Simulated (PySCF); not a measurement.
SiFCl, SMILES Cl[Si]F (connectivity only; charge and spin as stated), neutral, multiplicity 1. Heavy atoms are numbered as in [Si:1]([F:2])[Cl:3].

Geometry optimised at PBE0-D3(BJ)/def2-TZVP.

Level of theory: PySCF with KT2/pcSseg-2.

GIAO shieldings, no solvent; atoms alike by connectivity are averaged. δ = σ(ref) − σ: ²⁹Si against TMS (σ = 351.7 ppm); ¹⁹F against CFCl3 (σ = 125.1 ppm); ³⁵Cl against HCl (σ = 945.0 ppm), references at their B3LYP-D3(BJ)/def2-TZVP geometries, non-relativistic (without spin–orbit terms, shifts of atoms bonded to Cl or Br come out too high).

```json
[
 {"nucleus": "²⁹Si", "atoms": "Si1", "count": "1", "δ (ppm)": "131.3"},
 {"nucleus": "¹⁹F", "atoms": "F2", "count": "1", "δ (ppm)": "41.3"},
 {"nucleus": "³⁵Cl", "atoms": "Cl3", "count": "1", "δ (ppm)": "482.0"}
]
```
